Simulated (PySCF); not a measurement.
## CdC⁻ at LC-ωPBE

Computed with LC-ωPBE; basis Cd def2-SVPD with ECP28, C def2-SVPD; scalar-relativistic core potentials; PySCF 2.14.

* state: ⁴Σ⁻ (quartet), unpaired electrons σ ↑, π ↑↑
* bond length: 2.291 Å
* harmonic wavenumber: 334 cm⁻¹
* force constant: 0.715 mdyn/Å
* rotational constant Be: 0.2959 cm⁻¹
* anharmonicity ωexe: 3.06 cm⁻¹
* vibration–rotation constant αe: 0.00381 cm⁻¹
* bond order (Mayer): 0.72
* dipole moment (positive dipole points towards C; it is taken about the centre of mass and depends on that origin): -2.98 D

Spin–orbit coupling is left out. The state is the lowest determinant that a PBE0 search found; another state may lie lower at other levels.
